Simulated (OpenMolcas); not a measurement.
**Rh IV: effect of the active space**

```
Program             : OpenMolcas
Method              : CASSCF or its RAS form
Basis               : ANO-RCC-VQZP
Scalar Hamiltonian  : DKH2, point nucleus
Spin-orbit coupling : state interaction with AMFI integrals over the reference wave functions, term energies averaged over their components
```

A. 6 electrons in 5 orbitals (4d); 2S+1 = 5 even, 5 roots; 2S+1 = 3 even, 45 roots; 2S+1 = 1 even, 50 roots; cost of the order of 30 core-seconds
B. 12 electrons in 8 orbitals (RAS1 4p, at most 2 holes; RAS2 4d); 2S+1 = 5 even, 5 roots; 2S+1 = 3 even, 45 roots; 2S+1 = 1 even, 49 roots; cost roughly 80 core-seconds
C. 6 electrons in 10 orbitals (4d 5d); 2S+1 = 5 even, 5 roots; 2S+1 = 3 even, 45 roots; 2S+1 = 1 even, 49 roots; cost roughly 8 core-minutes

Energies in cm-1 above 4d6 5D4.

```
     Level      A      B      C
   4d6 5D4    0.0    0.0    0.0
   4d6 5D3   1540   1563   1502
   4d6 5D2   2458   2448   2382
   4d6 5D1   3053   3031   2954
   4d6 5D0   3339   3307   3227
   4d6 3H6  20080  21344  19782
   4d6 3H5  20560  21650  20228
4d6 3P2(1)  21283  18833  20877
4d6 3F3(1)  23403  22479  22989
4d6 3F2(1)  24125  23078  23700
   4d6 3G5  25628  25981  25278
4d6 3P1(1)  25689  23363  25312
4d6 3P0(1)  26603  24000  26196
   4d6 3G4  27065  27118  26670
   4d6 3G3  27473  27485  27057
   4d6 1I6  30967  32784  30490
   4d6 3D2  32117  30619  31573
   4d6 3D1  32347  30924  31809
   4d6 3D3  32596  31241  32095
4d6 1G4(1)  33510  32465  33023
4d6 1D2(1)  40060  37863  39495
   4d6 1F3  44611  43158  43913
4d6 3P0(2)  50614  47400  49626
4d6 3P1(2)  51849  48574  50729
```

The spin-orbit steps hold different terms of 4d6 (B lacks a 1S; C lacks a 1S), which shifts levels as well.

Among A to C the level of the table that moves most is 4d6 3P1(2), by 3300 cm-1 (lowest in B, highest in A).

Without dynamic correlation excited terms often stand tens of per cent too high (terms of higher spin than the ground term too low), and those without a measured partner can miss by more than the paired ones. Active for correlation alone: 4p; no level in the range computed is led by a configuration that opens it, so any true level of that kind is missing (holds for B). Active for correlation alone: 5d; no level in the range computed is led by a configuration that fills it, so any true level of that kind is missing (holds for C). Only configurations of the active space appear. The table leaves out levels that lie high or whose names do not pair safely across all columns.

A number in round brackets counts repeated terms of one configuration in the order of the reference energies.
